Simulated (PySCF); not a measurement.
Several orderings of computed values.

Each SMILES stands for a single optimised conformer of the isolated species, non-relativistic unless stated. Electronic properties by PySCF.

Dipoles, sizes and rotational constants follow the conformer. The torsions of the flexible species, by atom-mapped SMILES:
- `[CH3:1]/[N:2]=[CH:3]\[CH:4][n:5]1[cH:6][cH:7][n:8][cH:9]1`: N2–C3–C4–N5 -179°, C3–C4–N5–C6 -2°
- `[CH3:1][CH2:2][N:3]1[CH2:4][CH2:5][C:6]1[CH3:7]`: C1–C2–N3–C4 -70°
- `[CH2:1][CH2:2][C:3](=[CH2:4])[S:5][C:6]([F:7])([F:8])[F:9]`: C1–C2–C3–C4 -84°, C2–C3–S5–C6 -64°, C3–S5–C6–F7 -44°
- `[CH3:1][CH2:2][N:3]1[CH2:4][CH:5][C@@H:6]1[CH3:7]`: C1–C2–N3–C4 73°
- `[H]/[C:1]=[C:2](/[CH2:3][CH3:4])[S:5][C:6]([F:7])([F:8])[F:9]`: C1–C2–C3–C4 7°, C1–C2–S5–C6 13°, C2–S5–C6–F7 -66°
- `[CH3:1][S:2][SiH2:3][N:4]([SiH2:5])[SiH3:6]`: C1–S2–Si3–N4 179°, S2–Si3–N4–Si5 -9°

(1) Rank by smallest rotational constant, lowest first (GFN2-xTB).
A. `C(SC(F)(F)F)(=C)C[CH2]` [radical]
B. `C/N=C\[CH]n1ccnc1` [radical]
C. `CCN1CC[C]1C` [radical]
D. `CCN1C[CH][C@@H]1C` [radical]

(2) Rank by isotropic g value, highest first (unrestricted B3LYP/pcH-1, mean-field spin–orbit at GFN2-xTB geometries).
A. `CS[SiH2]N([SiH2])[SiH3]` [radical]
B. `[H]/[C]=C(/CC)SC(F)(F)F` [radical]
C. `C/N=C\[CH]n1ccnc1` [radical]
D. `[C]1(C)N(CC)CC1` [radical]
E. `[CH2]CC(=C)SC(F)(F)F` [radical]

(3) By how much do the two ends of that ranking differ?

Answers

(1) B (0.714 GHz), A (0.950 GHz), C (1.463 GHz), D (1.518 GHz).

(2) C (2.00344), B (2.00334), D (2.00277), E (2.00267), A (2.00252).

(3) By 0.00092, between `C/N=C\[CH]n1ccnc1` [doublet state] and `CS[SiH2]N([SiH2])[SiH3]` [doublet state].
